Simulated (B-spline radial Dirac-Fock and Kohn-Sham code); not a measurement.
## Dipole and non-dipole photoemission parameters of In³⁺ 3d5/2

System: the In³⁺ ion, configuration 1s2 2s2 2p6 3s2 3p6 3d10 4s2 4p6 4d10; threshold 483.7 eV (orbital energy of the model). Calculated with a radial finite-basis atomic code, using Dirac-Hartree-Slater photoionisation with a Latter tail; cross sections with all multipoles, angular parameters from the dipole term and its interference with E2.

Input of the calculation (task.json; shells as n, l, electrons):

```json
{"items": [{
  "Z": 49,
  "q": 3,
  "cfg": [[1, 0, 2], [2, 0, 2], [2, 1, 6], [3, 0, 2], [3, 1, 6], [3, 2, 10], [4, 0, 2], [4, 1, 6], [4, 2, 10]],
  "A": 115,
  "rrms": 4.6156,
  "do": "xps",
  "hv": [59.8, 60, 64.5, 71.8, 80, 100, 104.0, 185.0, 189.0, 300, 355.0, 985.0, 1253.6, 1660.0, 2000, 2340.0, 2870.0, 3610.0, 4000, 4140.0, 5900.0, 6410.0, 7140.0, 7830.0, 9110.0, 9430.0, 9470.0, 10000.0, 11100.0, 12000]
}]}
```

Launch: `python xray2_run.py task.json out`

```csv
hν (eV),σ (kb),β,γ,δ
985,560,1.094,0.008,0.032
1253.6,?,?,?,?
1660,132,1.224,0.284,0.059
2000,75.1,1.212,0.409,0.071
2340,46.1,1.187,0.518,0.082
2870,23.9,1.138,0.666,0.100
3610,11.1,1.068,0.832,0.126
4000,7.84,1.033,0.906,0.140
4140,6.96,1.021,0.931,0.145
5900,1.98,0.888,1.179,0.206
6410,1.46,0.856,1.234,0.224
7140,0.980,0.814,1.304,0.249
7830,0.694,0.778,1.361,0.272
9110,0.390,0.720,1.451,0.314
9430,0.342,0.707,1.470,0.324
9470,0.336,0.705,1.473,0.326
10000,0.272,0.685,1.503,0.342
11100,0.181,0.646,1.559,0.377
12000,0.134,0.618,1.599,0.404
```

**Question.** Give the values at Mg Kα (1253.6 eV).

**Answer.** σ = 294 kb, β = 1.190, γ = 0.118, δ = 0.044.
